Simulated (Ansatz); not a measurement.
Consider the hydrogenolysis of a B–S bond: `CSB(O)F` + H₂ → `OBF` + CH₃SH.

Gas-phase electronic energies from Ansatz, PBE0-D4/def2-TZVP geometries. CBS: MP2 limit from def2 TZ/QZ plus the TZ coupled-cluster correction, frozen cores. This one scheme is used for every species. Functionals use def2-TZVPP. B3LYP here is the variant with VWN-RPA as its local correlation; programs differ in this. Each species was taken in one conformer, which may not be the lowest.

**Question.** Is it downhill or uphill in electronic energy at CCSD(T)/CBS, and by how much? (Best estimate.)

**Answer.** The calculation gave: Uphill: ΔE = +39.8 kJ/mol.

**Question.** What do these levels give: BLYP-D4, r2SCAN-D4, PBE0-D4, r2SCANh-D4, BHLYP-D4, PBE, BLYP, B3LYP, RPA@PBE/def2-TZVPP, CCSD/def2-SVP, MP2/CBS(def2), CCSD/CBS(def2)? (Best estimate.)

**Answer.** The calculation gave: BLYP-D4 42.8, r2SCAN-D4 49.2, PBE0-D4 43.2, r2SCANh-D4 47.4, BHLYP-D4 34.6, PBE 40.5, BLYP 28.9, B3LYP 28.7, RPA@PBE/def2-TZVPP 33.8, CCSD/def2-SVP 32.9, MP2/CBS(def2) 46.7, CCSD/CBS(def2) 34.0 kJ/mol.

**Question.** What do rigid-rotor, harmonic-oscillator terms from PBE0-D4/def2-TZVP frequencies (298.15 K, 1 bar) make of the CCSD(T)/CBS value? (An estimate is asked.)

**Answer.** Computed: ΔZPE = +13.7 kJ/mol, ΔH = +48.9 kJ/mol, ΔS = 43 J/(mol·K), ΔG = +35.9 kJ/mol.

Largest T1 diagnostic among the species: 0.013.

In def2-TZVPP, CCSD(T) changes the Hartree–Fock value by +23.6 kJ/mol (the triples alone add +5.8 kJ/mol) and MP2 by +30.5 kJ/mol. The D4 term adds +10.6 kJ/mol with B3LYP and +5.7 kJ/mol with PBE0; it sums over pairs of atoms, weighted by their polarisabilities, and B3LYP, whose exchange is more repulsive, gets the larger term.
